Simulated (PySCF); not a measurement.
CuF, charge -1, doublet, geometry from GFN2-xTB (such geometries of metal compounds can be far from the true shape) (the multiplicity is a formal guess) (a gas-phase anion, which may not be bound at this level); CASSCF(7,5)/STO-3G (PySCF).

PySCF was given this input:
```python
from pyscf import gto, scf, mcscf
import numpy

mol = gto.M(
    atom='''
Cu   -0.00000000   -0.00000000   -0.36515679
F     0.00000000    0.00000000    1.17661631
''',
    basis='sto-3g',
    charge=-1,
    spin=1,
    verbose=4,
)

mf = scf.ROHF(mol)
mf.kernel()
mc = mcscf.CASSCF(mf, 5, 7)
mc.fix_spin_(ss=0.75)
mc.kernel()
occ = numpy.linalg.eigvalsh(mc.fcisolver.make_rdm1(mc.ci, mc.ncas, mc.nelecas))[::-1]
ss = mc.fcisolver.spin_square(mc.ci, mc.ncas, mc.nelecas)[0]
print('natural occupations', occ.round(4), ' <S^2>', round(ss, 4))
```

Q: Write the output that PySCF gives for this input, abridged.

A: 
```
PySCF version 2.14.0

[INPUT] verbose = 4
[INPUT] num. atoms = 2
[INPUT] num. electrons = 39
[INPUT] charge = -1
[INPUT] spin (= nelec alpha-beta = 2S) = 1
[INPUT] symmetry False subgroup None
[INPUT] Mole.unit = angstrom
[INPUT] Symbol           X                Y                Z      unit          X                Y                Z       unit  Magmom
[...]
nuclear repulsion = 89.5820870464792
number of shells = 11
number of NR pGTOs = 69
number of NR cGTOs = 23
basis = sto-3g
ecp = {}

******** <class 'pyscf.scf.rohf.ROHF'> ********
method = ROHF
initial guess = minao
damping factor = 0
level_shift factor = 0
DIIS = <class 'pyscf.scf.diis.CDIIS'>
diis_start_cycle = 1
diis_space = 8
diis_damp = 0
SCF conv_tol = 1e-09
SCF conv_tol_grad = None
SCF max_cycles = 50
direct_scf = True
direct_scf_tol = 1e-13
num. doubly occ = 19  num. singly occ = 1
Set gradient conv threshold to 3.16228e-05
init E= -1715.70565719105
[...]
cycle= 1 E= -1717.38143906763  delta_E= -1.68  |g|= 1.75  |ddm|= 2.79
[...]
cycle= 2 E= -1716.11559670703  delta_E= 1.27  |g|= 1.74  |ddm|= 2.61

WARN: HOMO 0.705573285502073 >= LUMO 0.378849816778715

cycle= 3 E= -1716.73495902645  delta_E= -0.619  |g|= 1.83  |ddm|= 3.34
[...]
cycle= 4 E= -1717.70486677533  delta_E= -0.97  |g|= 1.28  |ddm|=  2.2
[...]
cycle= 5 E= -1717.98750764767  delta_E= -0.283  |g|= 0.677  |ddm|= 0.595
[...]
cycle= 6 E= -1718.07538214754  delta_E= -0.0879  |g|= 0.362  |ddm|= 0.347
[...]
cycle= 7 E= -1718.10322430489  delta_E= -0.0278  |g|= 0.253  |ddm|= 0.117
[...]
cycle= 8 E= -1718.12767757816  delta_E= -0.0245  |g|= 0.138  |ddm|= 0.245
[...]
cycle= 9 E= -1718.13779725976  delta_E= -0.0101  |g|= 0.0341  |ddm|= 0.228
[...]
cycle= 10 E= -1718.13902907351  delta_E= -0.00123  |g|= 0.0127  |ddm|= 0.109
[...]
cycle= 11 E= -1718.13930538951  delta_E= -0.000276  |g|= 0.00734  |ddm|= 0.0509
[...]
cycle= 12 E= -1718.13958425372  delta_E= -0.000279  |g|= 0.00281  |ddm|= 0.119
[...]
cycle= 13 E= -1718.13961150223  delta_E= -2.72e-05  |g|= 0.0008  |ddm|= 0.0404
[...]
cycle= 14 E= -1718.13961512021  delta_E= -3.62e-06  |g|= 0.000415  |ddm|= 0.0158
[...]
cycle= 15 E= -1718.13961564939  delta_E= -5.29e-07  |g|= 0.000249  |ddm|= 0.00508
[...]
cycle= 16 E= -1718.1396158953  delta_E= -2.46e-07  |g|= 3.12e-06  |ddm|= 0.00644
[...]
cycle= 17 E= -1718.13961589532  delta_E= -2e-11  |g|= 2.43e-06  |ddm|= 1.8e-05
[...]
Extra cycle  E= -1718.13961589533  delta_E= -6.37e-12  |g|= 3.97e-06  |ddm|= 6e-06
converged SCF energy = -1718.13961589533

******** <class 'pyscf.mcscf.mc1step.CASSCF'> ********
CAS (4e+3e, 5o), ncore = 16, nvir = 2
max_cycle_macro = 50
max_cycle_micro = 4
conv_tol = 1e-07
conv_tol_grad = None
orbital rotation max_stepsize = 0.02
orbital rotation threshold for CI restart = 0.01
augmented hessian ah_max_cycle = 30
augmented hessian ah_conv_tol = 1e-12
augmented hessian ah_linear dependence = 1e-14
augmented hessian ah_level shift = 1e-08
augmented hessian ah_start_tol = 2.5
augmented hessian ah_start_cycle = 3
augmented hessian ah_grad_trust_region = 3
kf_trust_region = 3
kf_interval = 4
ci_response_space = 4
ci_grad_trust_region = 3
with_dep4 0
natorb = False
canonicalization = True
sorting_mo_energy = False
ao2mo_level = 2
internal_rotation = False
******** <class 'pyscf.fci.addons.SpinPenaltyFCISolver'> ********
max. cycles = 50
conv_tol = 1e-08
davidson only = True
linear dependence = 1e-12
level shift = 0.001
max iter space = 12
nroots = 1
pspace_size = 400
spin = None
CASCI E = -1718.26549400503  S^2 = 0.7500000
Set conv_tol_grad to 0.000316228
macro iter   1 ( 21 JK    4 micro), CASSCF E = -1718.36705112620  dE = -1.01557121e-01  S^2 = 0.7500000
               |grad[o]|=0.314  |grad[c]|=0.0637  |ddm|=0.0226  |maxRot[o]|=0.246
macro iter   2 ( 21 JK    4 micro), CASSCF E = -1718.38870468964  dE = -2.16535634e-02  S^2 = 0.7500000
               |grad[o]|=0.229  |grad[c]|=0.126  |ddm|=0.0581  |maxRot[o]|=0.273
macro iter   3 ( 21 JK    4 micro), CASSCF E = -1718.39093516346  dE = -2.23047383e-03  S^2 = 0.7500000
               |grad[o]|=0.131  |grad[c]|=0.0505  |ddm|=0.021  |maxRot[o]|=0.131
macro iter   4 ( 21 JK    4 micro), CASSCF E = -1718.39158198422  dE = -6.46820757e-04  S^2 = 0.7500000
               |grad[o]|=0.0751  |grad[c]|=0.0351  |ddm|=0.0138  |maxRot[o]|=0.115
macro iter   5 ( 17 JK    4 micro), CASSCF E = -1718.39162969794  dE = -4.77137173e-05  S^2 = 0.7500000
               |grad[o]|=0.0389  |grad[c]|=0.0892  |ddm|=0.00551  |maxRot[o]|=0.117
macro iter   6 ( 17 JK    4 micro), CASSCF E = -1718.39169096180  dE = -6.12638589e-05  S^2 = 0.7500000
               |grad[o]|=0.0262  |grad[c]|=0.0588  |ddm|=0.00653  |maxRot[o]|=0.0827
macro iter   7 ( 17 JK    4 micro), CASSCF E = -1718.39173460029  dE = -4.36384935e-05  S^2 = 0.7500000
               |grad[o]|=0.0247  |grad[c]|=0.0572  |ddm|=0.00359  |maxRot[o]|=0.118
macro iter   8 ( 17 JK    4 micro), CASSCF E = -1718.39174800559  dE = -1.34053014e-05  S^2 = 0.7500000
               |grad[o]|=0.0487  |grad[c]|=0.0338  |ddm|=0.00206  |maxRot[o]|=0.132
macro iter   9 (  7 JK    2 micro), CASSCF E = -1718.39175693971  dE = -8.93411857e-06  S^2 = 0.7500000
               |grad[o]|=0.0211  |grad[c]|=0.0108  |ddm|=0.000801  |maxRot[o]|=0.0699
macro iter  10 (  7 JK    2 micro), CASSCF E = -1718.39176356927  dE = -6.62955972e-06  S^2 = 0.7500000
               |grad[o]|=0.0172  |grad[c]|=0.00342  |ddm|=0.000445  |maxRot[o]|=0.0699
macro iter  11 (  7 JK    2 micro), CASSCF E = -1718.39177174995  dE = -8.18068315e-06  S^2 = 0.7500000
               |grad[o]|=0.0136  |grad[c]|=0.00594  |ddm|=0.000362  |maxRot[o]|=0.0699
macro iter  12 (  7 JK    2 micro), CASSCF E = -1718.39178895716  dE = -1.72072066e-05  S^2 = 0.7500000
               |grad[o]|=0.00917  |grad[c]|=0.0155  |ddm|=0.000624  |maxRot[o]|=0.0699
macro iter  13 ( 17 JK    4 micro), CASSCF E = -1718.39175412655  dE =  3.48306098e-05  S^2 = 0.7500000
               |grad[o]|=0.0143  |grad[c]|=0.0662  |ddm|=0.00073  |maxRot[o]|=0.128
[...]
               |grad[o]|=0.0121  |grad[c]|=0.0126  |ddm|=0.000561  |maxRot[o]|=0.0692
macro iter  22 ( 12 JK    3 micro), CASSCF E = -1718.39181312658  dE = -7.50761956e-07  S^2 = 0.7500000
               |grad[o]|=0.00752  |grad[c]|=0.0153  |ddm|=0.000614  |maxRot[o]|=0.061
macro iter  23 (  7 JK    2 micro), CASSCF E = -1718.39181596835  dE = -2.84176986e-06  S^2 = 0.7500000
               |grad[o]|=0.0056  |grad[c]|=0.0013  |ddm|=0.000314  |maxRot[o]|=0.0379
macro iter  24 (  7 JK    2 micro), CASSCF E = -1718.39181680513  dE = -8.36778099e-07  S^2 = 0.7500000
               |grad[o]|=0.00378  |grad[c]|=0.00875  |ddm|=0.000201  |maxRot[o]|=0.0573
macro iter  25 (  7 JK    2 micro), CASSCF E = -1718.39181742059  dE = -6.15459612e-07  S^2 = 0.7500000
               |grad[o]|=0.00239  |grad[c]|=0.0249  |ddm|=8.47e-05  |maxRot[o]|=0.0692
macro iter  26 (  7 JK    2 micro), CASSCF E = -1718.39181818733  dE = -7.66736548e-07  S^2 = 0.7500000
               |grad[o]|=0.00151  |grad[c]|=0.0366  |ddm|=0.000124  |maxRot[o]|=0.0695
macro iter  27 (  7 JK    2 micro), CASSCF E = -1718.39181899862  dE = -8.11289283e-07  S^2 = 0.7500000
               |grad[o]|=0.00122  |grad[c]|=0.0494  |ddm|=0.000102  |maxRot[o]|=0.0695
macro iter  28 (  7 JK    2 micro), CASSCF E = -1718.39181972231  dE = -7.23692892e-07  S^2 = 0.7500000
               |grad[o]|=0.00166  |grad[c]|=0.0535  |ddm|=9.46e-05  |maxRot[o]|=0.0696
macro iter  29 (  7 JK    2 micro), CASSCF E = -1718.39182032917  dE = -6.06860795e-07  S^2 = 0.7500000
               |grad[o]|=0.00176  |grad[c]|=0.0471  |ddm|=0.000145  |maxRot[o]|=0.0698
macro iter  30 (  7 JK    2 micro), CASSCF E = -1718.39182086102  dE = -5.31846808e-07  S^2 = 0.7500000
               |grad[o]|=0.00103  |grad[c]|=0.0351  |ddm|=0.000203  |maxRot[o]|=0.0698
macro iter  31 (  7 JK    2 micro), CASSCF E = -1718.39182134111  dE = -4.80091330e-07  S^2 = 0.7500000
               |grad[o]|=0.0012  |grad[c]|=0.0197  |ddm|=0.000244  |maxRot[o]|=0.0698
macro iter  32 (  7 JK    2 micro), CASSCF E = -1718.39182182180  dE = -4.80687504e-07  S^2 = 0.7500000
               |grad[o]|=0.00123  |grad[c]|=0.00325  |ddm|=0.000379  |maxRot[o]|=0.0698
macro iter  33 (  7 JK    2 micro), CASSCF E = -1718.39182234690  dE = -5.25105861e-07  S^2 = 0.7500000
               |grad[o]|=0.000777  |grad[c]|=0.0415  |ddm|=0.000452  |maxRot[o]|=0.0682
macro iter  34 (  7 JK    2 micro), CASSCF E = -1718.39182299811  dE = -6.51208893e-07  S^2 = 0.7500000
               |grad[o]|=0.000727  |grad[c]|=0.0632  |ddm|=0.00023  |maxRot[o]|=0.0698
macro iter  35 (  7 JK    2 micro), CASSCF E = -1718.39182394300  dE = -9.44887688e-07  S^2 = 0.7500000
               |grad[o]|=0.000871  |grad[c]|=0.0609  |ddm|=0.000212  |maxRot[o]|=0.0698
macro iter  36 (  7 JK    2 micro), CASSCF E = -1718.39182563909  dE = -1.69609234e-06  S^2 = 0.7500000
               |grad[o]|=0.00112  |grad[c]|=0.0557  |ddm|=0.000743  |maxRot[o]|=0.0686
macro iter  37 (  7 JK    2 micro), CASSCF E = -1718.39182857386  dE = -2.93476614e-06  S^2 = 0.7500000
               |grad[o]|=0.00117  |grad[c]|=0.0288  |ddm|=0.00106  |maxRot[o]|=0.0698
macro iter  38 (  7 JK    2 micro), CASSCF E = -1718.39183390835  dE = -5.33449133e-06  S^2 = 0.7500000
               |grad[o]|=0.00148  |grad[c]|=0.0118  |ddm|=0.00145  |maxRot[o]|=0.0698
macro iter  39 (  7 JK    2 micro), CASSCF E = -1718.39184455607  dE = -1.06477237e-05  S^2 = 0.7500000
               |grad[o]|=0.00169  |grad[c]|=0.00242  |ddm|=0.00307  |maxRot[o]|=0.0698
macro iter  40 (  7 JK    2 micro), CASSCF E = -1718.39186277461  dE = -1.82185370e-05  S^2 = 0.7500000
               |grad[o]|=0.00234  |grad[c]|=0.0117  |ddm|=0.00296  |maxRot[o]|=0.0698
macro iter  41 (  7 JK    2 micro), CASSCF E = -1718.39189337532  dE = -3.06007119e-05  S^2 = 0.7500000
               |grad[o]|=0.00299  |grad[c]|=0.0178  |ddm|=0.00165  |maxRot[o]|=0.0698
macro iter  42 (  7 JK    2 micro), CASSCF E = -1718.39194146086  dE = -4.80855399e-05  S^2 = 0.7500000
               |grad[o]|=0.0039  |grad[c]|=0.0246  |ddm|=0.00121  |maxRot[o]|=0.0698
macro iter  43 (  7 JK    2 micro), CASSCF E = -1718.39199799307  dE = -5.65322100e-05  S^2 = 0.7500000
               |grad[o]|=0.00488  |grad[c]|=0.0232  |ddm|=0.00105  |maxRot[o]|=0.0698
macro iter  44 (  7 JK    2 micro), CASSCF E = -1718.39205926277  dE = -6.12696992e-05  S^2 = 0.7500000
               |grad[o]|=0.0051  |grad[c]|=0.0167  |ddm|=0.00117  |maxRot[o]|=0.0698
macro iter  45 (  7 JK    2 micro), CASSCF E = -1718.39210590412  dE = -4.66413464e-05  S^2 = 0.7500000
               |grad[o]|=0.00526  |grad[c]|=0.00963  |ddm|=0.000714  |maxRot[o]|=0.0699
macro iter  46 (  7 JK    2 micro), CASSCF E = -1718.39213792551  dE = -3.20213885e-05  S^2 = 0.7500000
               |grad[o]|=0.00411  |grad[c]|=0.0048  |ddm|=0.000601  |maxRot[o]|=0.0699
macro iter  47 (  7 JK    2 micro), CASSCF E = -1718.39215763837  dE = -1.97128609e-05  S^2 = 0.7500000
               |grad[o]|=0.00354  |grad[c]|=0.00207  |ddm|=0.000728  |maxRot[o]|=0.0699
macro iter  48 ( 17 JK    4 micro), CASSCF E = -1718.39214697425  dE =  1.06641205e-05  S^2 = 0.7500000
               |grad[o]|=0.00203  |grad[c]|=0.0146  |ddm|=0.00118  |maxRot[o]|=0.0828
macro iter  49 ( 21 JK    4 micro), CASSCF E = -1718.39214610085  dE =  8.73398449e-07  S^2 = 0.7500000
               |grad[o]|=0.00429  |grad[c]|=0.000472  |ddm|=0.000141  |maxRot[o]|=0.0393
macro iter  50 ( 25 JK    4 micro), CASSCF E = -1718.39214804105  dE = -1.94019935e-06  S^2 = 0.7500000
               |grad[o]|=0.00318  |grad[c]|=0.000135  |ddm|=4.98e-05  |maxRot[o]|=0.0104
1-step CASSCF not converged,  50 macro (565 JK 135 micro) steps
CASSCF canonicalization
Density matrix diagonal elements [1.10114523 1.99984775 1.8574508  1.142492   0.89906422]
CASSCF energy = -1718.39214804105
CASCI E = -1718.39214804105  E(CI) = -21.1563094860217  S^2 = 0.7500000
natural occupations [1.9999 1.9998 1.1295 1.     0.8707]  <S^2> 0.75
```

The run did not converge; its last values are not results.
